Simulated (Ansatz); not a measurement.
# What each rung costs, and what it gives

Saddle point of SnH₆SO₂, closed shell (SnH₄S ([SH][SnH3]) + H₂O₂ ([OH][OH]) → SnH₄O₂ ([OH][O][SnH3]) + H₂S; bonds formed: Sn1–O7, S2–H6; bonds broken: Sn1–S2, H6–O7), PBE0-D4/def2-TZVP structure:

Sn1  (-0.726, 0.043, -1.022)
S2  (1.141, -1.906, 0.007)
H3  (0.335, 0.091, -2.347)
H4  (-1.901, -1.186, -0.960)
H5  (-1.525, 1.560, -0.886)
H6  (0.985, -0.464, 0.742)
O7  (0.244, 0.483, 0.854)
O8  (0.788, 1.793, 0.971)
H9  (0.303, -2.513, 0.863)
H10  (0.357, 2.099, 1.779)
(Å)

Barriers are electronic and count from the start structure reached by relaxing down the imaginary mode.

Computed with Ansatz 0.2.0 (basis: as named in each row); correlated methods freeze the cores. Filled d shells of the heavier atoms are correlated. Core potentials replace the inner electrons of the atoms past krypton. The def2 sets are not built for correlating such inner shells, so the correlated values are less sure here. B3LYP uses VWN-RPA correlation. Extrapolation: Hartree–Fock as exp(−7.88 √X), correlation as X^−2.97.

Times are rough, for one single point on 8 threads of a shared host (Intel Xeon Platinum 8259CL).

The estimate by CCSD(T) at an estimated basis limit (MP2 extrapolated from triple and quadruple zeta, plus CCSD(T) − MP2 in triple zeta) is 117.1 kJ/mol.

```tsv
method	basis	time (s)	barrier (kJ/mol)	method less estimate
SPW92	def2-SVP	under 1	53.8	-63.2
PBE-D4	def2-SVP	under 1	73.1	-43.9
PBE0-D4	def2-SVP	1	97.8	-19.2
SPW92	def2-TZVPP	1	67.9	-49.2
PBE-D4	def2-TZVPP	2	86.3	-30.7
BLYP-D4	def2-TZVPP	2	91.2	-25.9
PBE0-D4	def2-TZVPP	3	108.0	-9.0
B3LYP-D4	def2-TZVPP	3	108.5	-8.6
BHLYP-D4	def2-TZVPP	3	130.4	13.3
r2SCAN-D4	def2-TZVPP	3	93.6	-23.5
CAM-B3LYP-D4	def2-TZVPP	3	114.9	-2.2
wB97M-V	def2-SVP	4	107.5	-9.6
r2SCAN0-D4	def2-TZVPP	4	111.6	-5.5
RPA on PBE	def2-TZVPP	4	120.6	3.5
CCSD(T)	def2-SVP	4	118.0	0.9
B97M-V	def2-TZVPP	6	105.1	-12.0
B2PLYP	def2-TZVPP	6	113.2	-3.9
PBE-QIDH	def2-TZVPP	6	118.8	1.7
wB97X-V	def2-TZVPP	6	119.3	2.2
wB97M-V	def2-TZVPP	7	118.6	1.5
MP2	def2-QZVPP	17	113.4	-3.7
CCSD(T)	def2-TZVPP	94	122.2	5.2
```

All methods are single points on the PBE0-D4 structures.

The T1 diagnostic stays at or below 0.015.

Labels in which every atom is bracketed show which atoms are joined, not bond orders.
